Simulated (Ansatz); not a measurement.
Correlation energies of `N#[C][AlH][OH]` by basis set

```tsv
atom	x (Å)	y (Å)	z (Å)
N1	0.142	-1.295	-2.465
C2	0.008	-0.815	-1.424
Al3	-0.289	-0.069	0.330
O4	0.796	1.145	0.747
H5	-1.455	-0.592	1.239
H6	0.799	1.625	1.573
```

Total charge 0; spin multiplicity 1. Geometry: relaxed with PBE0-D4/def2-TZVP. It is one conformer, not always the lowest. Frozen core, restricted reference, the Gaussian-basis code of Ansatz. CBS rows extrapolate triple and quadruple zeta; past MP2 they add the triple-zeta difference.

```json
{"basis": "def2-SVP", "HF (Eh)": "-410.11372", "MP2 corr.": "-0.52247"}
{"basis": "def2-TZVPP", "HF (Eh)": "-410.40943", "MP2 corr.": "-0.64840"}
{"basis": "def2-QZVPP", "HF (Eh)": "-410.42403", "MP2 corr.": "-0.69630"}
```

Q: Estimate the CCSD correlation energy and the (T) correction in each basis where they were run (hartree).

A: 
| basis | CCSD corr. | (T) |
| --- | --- | --- |
| def2-SVP | -0.54015 | -0.01753 |
| def2-TZVPP | -0.65938 | -0.02910 |
| CBS(def2) | -0.74276 | as TZ |
